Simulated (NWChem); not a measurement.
Species: C₂H₈N cation; SMILES C[NH2+]C

```xyz
11

C     -1.2541     0.0000     0.2787
N      0.0000     0.0000    -0.5237
C      1.2541     0.0000     0.2787
H     -2.1167     0.0000    -0.3991
H     -1.2705    -0.8979     0.9087
H     -1.2705     0.8979     0.9087
H      0.0000     0.8154    -1.1504
H      0.0000    -0.8154    -1.1504
H      2.1167     0.0000    -0.3991
H      1.2705     0.8979     0.9087
H      1.2705    -0.8979     0.9087
```
Atoms are numbered in this order, from 1.

All runs: NWChem. Structure relaxed at the PBE0/def2-SVP level. Atomic charges in e: unrestrained fits to the electrostatic potential beside Mulliken populations; buried atoms are poorly determined by the fit.

Q: Estimate the computed values for B3LYP/def2-SVP. Quantities: ESP C1; Mulliken C1; ESP N2; Mulliken N2; ESP C3; Mulliken C3; relative RMS misfit of the potential (%).

A: 
| Property | Value |
|---|---|
| ESP C1 | -0.14 |
| Mulliken C1 | 0.03 |
| ESP N2 | 0.10 |
| Mulliken N2 | -0.10 |
| ESP C3 | -0.14 |
| Mulliken C3 | 0.03 |
| relative RMS misfit of the potential (%) | 2 |
